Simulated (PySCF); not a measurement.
# Te: ionisation energy

Te [Kr] 4d10 5s2 5p4 (3P) → Te⁺ [Kr] 4d10 5s2 5p3 (4S), as a difference of total energies. All numbers are calculated (PySCF 2.14, a scalar-relativistic core potential, in aug-cc-pVTZ-PP with one added diffuse shell each of d, f type with ECP28MDF (6s5p5d3f, 67 functions)). Correlated levels: valence: 4s2 4p6 4d10 frozen. The calculations carry no spin-orbit coupling.

| method | ionisation energy (eV) |
| --- | --- |
| UHF | 7.734 |
| MP2 (valence) | 8.358 |
| SCS-MP2 (valence) | 8.417 |
| CCSD (valence) | 8.483 |
| CCSD(T) (valence) | 8.516 |

Errors of the correlated levels include the incompleteness of this basis and the frozen core.

Q: Which method comes closest to the reference value, and which is furthest?

A: The reference is 8.749 eV (measured; NIST levels, between the centres of gravity of the two terms). Closest: CCSD(T) (valence) (error -0.233 eV); furthest: UHF (error -1.015 eV).
